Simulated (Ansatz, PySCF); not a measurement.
Dimer: HCl (SMILES Cl) (first 2 atoms) with C2H3N (SMILES CC#N); geometry from B3LYP-D3(BJ)/def2-TZVP.
(charge 0, multiplicity 1):
```xyz
8

Cl     0.24531     1.00911    -1.14696
H      0.25031     0.59688     0.08579
C      0.26676    -0.84861     4.40908
C      0.26171    -0.38812     3.03153
N      0.25803    -0.02411     1.94358
H     -0.42719    -1.68109     4.52622
H      1.26733    -1.17984     4.68745
H     -0.03593    -0.03917     5.07354
```

Basis-set superposition error: the interaction energy with monomers in their own basis, and in the dimer's basis (counterpoise).

The values were computed with Ansatz (Gaussian orbitals); PySCF for 6-31G* rows. Values without a source in brackets are computed.

| level | uncorrected (kJ/mol) | counterpoise (kJ/mol) | difference |
|---|---|---|---|
| HF/aug-cc-pV(Q+d)Z | -15.3 | -15.2 | 0.1 |
| PBE/def2-TZVPPD | -26.7 | -26.1 | 0.6 |
| BLYP/def2-TZVPPD | -21.3 | -20.7 | 0.6 |
| revPBE/def2-TZVPPD | -19.7 | -19.1 | 0.6 |
| r2SCAN/def2-TZVPPD | -25.8 | -25.4 | 0.4 |
| wB97M-V/def2-TZVPPD | -24.6 | -24.2 | 0.4 |
| B2PLYP/def2-TZVPPD | -24.8 | -23.8 | 1.0 |
| MP2/6-31G* | -28.8 | -22.9 | 5.9 |
| MP2/aug-cc-pV(D+d)Z | -29.8 | -25.0 | 4.8 |
| SCS-MP2/aug-cc-pV(D+d)Z | -26.5 | -21.5 | 5.0 |

The error is largest for MP2/6-31G* (5.9 kJ/mol) and smallest for HF/aug-cc-pV(Q+d)Z (0.1 kJ/mol).

Ansatz is a first-principles code.
